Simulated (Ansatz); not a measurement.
Isolated molecules relaxed with PBE0-D4/def2-TZVP in Ansatz; ΔE leaves out vibrations. CCSD(T)/CBS adds triple-zeta CCSD(T) − MP2 to the extrapolated MP2 energy (def2 sets, frozen cores). Elements past krypton have def2 core potentials. For In outer-core shells are correlated without core-valence functions, which leaves a few kJ/mol of doubt a bond. Each species was taken in one conformer, which may not be the lowest.

Reaction (formal exchange of groups at the In–H bond): `[InH3]` + `FCC(F)CC(F)F` → `F[CH](F)[InH2]` + `CC(F)CF`

`[InH3]`:

Z-matrix (Å, degrees):
```
In
H 1 1.724
H 1 1.724 2 120.0
H 1 1.724 2 120.0 3 -180.0
```

`FCC(F)CC(F)F`:

```xyz
14

F     2.755    0.809   -0.928
C     1.399    0.706   -1.129
C     0.726    0.166    0.103
F     0.822    1.110    1.117
C    -0.736   -0.135   -0.141
C    -1.413   -0.701    1.080
F    -2.729   -0.906    0.816
F    -0.872   -1.909    1.392
H     1.225    0.033   -1.974
H     1.009    1.701   -1.367
H     1.257   -0.727    0.448
H    -0.844   -0.865   -0.948
H    -1.262    0.779   -0.431
H    -1.337   -0.061    1.963
```

`F[CH](F)[InH2]`:

```xyz
7

F     0.559   -0.463   -1.768
C     0.548    0.402   -0.704
F    -0.084    1.545   -1.124
In   -0.590   -0.500    0.969
H     1.591    0.674   -0.510
H     0.204   -0.742    2.479
H    -2.227   -0.917    0.658
```

`CC(F)CF`:

```xyz
11

C    -0.426   -1.185   -0.327
C     0.385   -0.144    0.404
F     1.731   -0.347    0.132
C     0.019    1.255   -0.008
F     0.637    2.182    0.801
H    -0.069   -2.181   -0.066
H    -0.334   -1.059   -1.408
H    -1.480   -1.114   -0.054
H     0.267   -0.241    1.490
H    -1.064    1.397    0.075
H     0.333    1.436   -1.040
```

| species | HF/CBS(def2) energy (Eh) |
| --- | --- |
| `[InH3]` | -190.91585 |
| `FCC(F)CC(F)F` | -552.98497 |
| `F[CH](F)[InH2]` | -427.76435 |
| `CC(F)CF` | -316.12105 |

Problem. Work out ΔE.

Solution. ΔE = (-427.76435) + (-316.12105) − (-190.91585) − (-552.98497) = 0.01542 Eh = +40.5 kJ/mol. CCSD(T)/CBS gives +26.1 kJ/mol.

Largest T1 diagnostic among the species: 0.014.

Leaving LDA and LC-ωPBE aside and taking each functional with its dispersion term where it has one, the values, not all of them listed here, spread over 26.6 kJ/mol, from BLYP-D4 to B97M-V. LDA lies +20.1 kJ/mol from PBE without D4. At CCSD(T), def2-SVP lies +22.2 kJ/mol from the extrapolated value and def2-TZVPP +5.3 kJ/mol.
